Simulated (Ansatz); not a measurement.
Cost and result up the ladder for Mg₂S₃ (5 atoms). Total charge 0; singlet. Geometry: PBE0-D4/def2-SVP.

Cartesian coordinates in Å:
```
Mg -0.379 -0.065 1.491
Mg 1.241 -0.028 -0.911
S -1.942 -0.422 -0.207
S 1.918 -0.208 1.290
S -0.839 0.724 -1.663
```

Ansatz on 4 threads of Arm Neoverse V1 on a shared host. Times are rough, and most runs start from the orbitals of an earlier one. ωB97M-V/def2-TZVP serves as the yardstick here, not as an exact answer. Differences are given only for rows in sets of like size (and for xTB, whose basis is part of the method), since another set adds its own error. Binding counts from free atoms at the same level (Mg singlet, S triplet; other spins of the atoms weren't run), without zero-point energy or a counterpoise term.

Correlated methods freeze 17 core orbitals; core or outer-core shells of Mg are correlated, in sets that lack core-valence functions. Another isomer (singlet) lies 0.06 eV lower at PBE0-D4/def2-TZVP; other spin states weren't run for this one.

Correlated methods converge slowly with the basis.

```json
{"level": "PBE-D4/def2-SVP", "functions": "90", "wall time": "0.9 s", "binding energy per atom (eV)": "2.58", "difference from ωB97M-V/def2-TZVP (eV)": "–"}
{"level": "PBE0-D4/def2-SVP", "functions": "90", "wall time": "1.2 s", "binding energy per atom (eV)": "2.48", "difference from ωB97M-V/def2-TZVP (eV)": "–"}
{"level": "MP2/def2-TZVP", "functions": "175", "wall time": "1.7 s", "binding energy per atom (eV)": "2.47", "difference from ωB97M-V/def2-TZVP (eV)": "-0.01"}
{"level": "PBE-D4/def2-TZVP (with forces)", "functions": "175", "wall time": "1.9 s", "binding energy per atom (eV)": "2.60", "difference from ωB97M-V/def2-TZVP (eV)": "0.12"}
{"level": "BHLYP-D4/def2-TZVP", "functions": "175", "wall time": "2.7 s", "binding energy per atom (eV)": "2.30", "difference from ωB97M-V/def2-TZVP (eV)": "-0.18"}
{"level": "PBE0-D4/def2-TZVP", "functions": "175", "wall time": "2.9 s", "binding energy per atom (eV)": "2.52", "difference from ωB97M-V/def2-TZVP (eV)": "0.04"}
{"level": "r2SCAN-D4/def2-TZVP", "functions": "175", "wall time": "3.9 s", "binding energy per atom (eV)": "2.62", "difference from ωB97M-V/def2-TZVP (eV)": "0.14"}
{"level": "r2SCANh-D4/def2-TZVP", "functions": "175", "wall time": "4.5 s", "binding energy per atom (eV)": "2.57", "difference from ωB97M-V/def2-TZVP (eV)": "0.10"}
{"level": "ωB97M-V/def2-TZVP", "functions": "175", "wall time": "8 s", "binding energy per atom (eV)": "2.48", "difference from ωB97M-V/def2-TZVP (eV)": "0.00"}
{"level": "CCSD(T)/def2-TZVPP", "functions": "190", "wall time": "64 s", "binding energy per atom (eV)": "2.31", "difference from ωB97M-V/def2-TZVP (eV)": "-0.17"}
```
